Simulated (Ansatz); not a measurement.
Program: Ansatz. Geometries: PBE0-D4/def2-TZVP. ΔE: electronic, gas phase. CBS: MP2 limit from def2 TZ/QZ plus the TZ coupled-cluster correction, frozen cores. DFT in def2-TZVPP. For Zn outer-core shells are correlated without core-valence functions, which leaves a few kJ/mol of doubt a bond. Scalar relativity is left out up to krypton. One conformer a species, not always the lowest.

Reaction (redistribution): `[SiH3][O][Zn][Cl]` + `CCOB(C)F` → `CC[O][Zn][Cl]` + `CB(F)O[SiH3]`

`[SiH3][O][Zn][Cl]`:

Cartesian coordinates in Å:
```
Si 0.005 -0.516 -1.099
O 0.262 -0.373 0.500
Zn 0.072 0.696 1.877
Cl -0.116 1.899 3.561
H 0.729 0.542 -1.861
H -1.444 -0.401 -1.428
H 0.492 -1.846 -1.551
```

`CCOB(C)F`:

Cartesian coordinates in Å:
```
C 0.595 0.907 1.871
C 0.575 -0.464 1.238
O 0.561 -0.367 -0.182
B -0.583 -0.374 -0.894
C -0.580 -0.249 -2.450
F -1.754 -0.494 -0.245
H 0.674 0.820 2.957
H 1.447 1.486 1.508
H -0.321 1.455 1.639
H -0.289 -1.037 1.585
H 1.478 -1.021 1.496
H -1.168 0.618 -2.764
H -1.060 -1.122 -2.902
H 0.427 -0.155 -2.857
```

`CC[O][Zn][Cl]`:

```xyz
10

C     1.163    0.578   -0.942
C     0.412   -0.006    0.232
O    -0.947   -0.141   -0.115
Zn   -2.227   -0.776    0.917
Cl   -3.841   -1.502    2.019
H     1.074   -0.074   -1.813
H     0.757    1.557   -1.205
H     2.223    0.694   -0.701
H     0.851   -0.979    0.500
H     0.534    0.649    1.107
```

`CB(F)O[SiH3]`:

Z-matrix (Å, degrees):
```
C
B 1 1.559
H 1 1.089 2 112.7
H 1 1.094 2 110.2 3 -121.7
H 1 1.094 2 110.2 3 121.7
F 2 1.342 1 119.1 3 179.7
O 2 1.351 1 123.2 3 -0.3
Si 7 1.659 2 131.9 1 180.0
H 8 1.483 7 110.2 2 -61.0
H 8 1.484 7 110.2 2 60.6
H 8 1.481 7 106.4 2 179.8
```

| species | PBE0 energy (Eh) |
| --- | --- |
| `[SiH3][O][Zn][Cl]` | -2605.67905 |
| `CCOB(C)F` | -318.94702 |
| `CC[O][Zn][Cl]` | -2393.60320 |
| `CB(F)O[SiH3]` | -531.01120 |

Task: Work out ΔE.

Result: ΔE = (-2393.60320) + (-531.01120) − (-2605.67905) − (-318.94702) = 0.01167 Eh = +30.6 kJ/mol. CCSD(T)/CBS gives +33.9 kJ/mol.

Largest T1 diagnostic among the species: 0.015.

From PBE to PBE0 (25 % exact exchange), in def2-TZVPP and without D4, ΔE moves by +4.5 kJ/mol.
